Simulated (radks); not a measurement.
All-electron atom: Sb3- in [Xe]. Method: scalar-relativistic Kohn-Sham, PBEsol, spin-polarised, spherical densities, point nucleus; Watson sphere of charge +2.42 and radius 5.34 bohr; computed with a radial shooting solver on a logarithmic mesh with Libxc functionals.

Normalised radial functions P(r) = r R(r), r in bohr:

r	4d	5s	5p
0.001145	0.0000	0.0211	0.0003
0.001806	0.0000	0.0310	0.0006
0.00285	0.0000	0.0447	0.0013
0.004497	0.0002	0.0621	0.0030
0.007095	0.0006	0.0813	0.0065
0.01128	0.0021	0.0958	0.0142
0.0178	0.0071	0.0903	0.0286
0.02809	0.0231	0.0440	0.0522
0.04432	0.0686	-0.0525	0.0803
0.06992	0.1780	-0.1489	0.0879
0.1103	0.3743	-0.1096	0.0305
0.1741	0.5603	0.1211	-0.0892
0.2746	0.4226	0.2200	-0.1223
0.4333	-0.2569	-0.1366	0.0660
0.6836	-0.9737	-0.3428	0.2114
1.079	-0.9635	0.2017	-0.0262
1.715	-0.4521	0.7194	-0.3945
2.706	-0.1051	0.5806	-0.5077
4.27	-0.0101	0.2281	-0.4179
6.737	-0.0003	0.0432	-0.2420
10.63	0.0000	0.0022	-0.0631

4d: eigenvalue -27.819 eV, 1 radial node at r = 0.376 bohr, <r> = 1.03 bohr, 90 % of the charge inside 1.59 bohr. 5s: eigenvalue -7.745 eV, 4 radial nodes at r = 0.0354, 0.141, 0.379, 0.948 bohr, <r> = 2.35 bohr, 90 % of the charge inside 3.56 bohr. 5p: eigenvalue -0.982 eV, 3 radial nodes at r = 0.125, 0.383, 1.05 bohr, <r> = 3.96 bohr, 90 % of the charge inside 6.53 bohr.
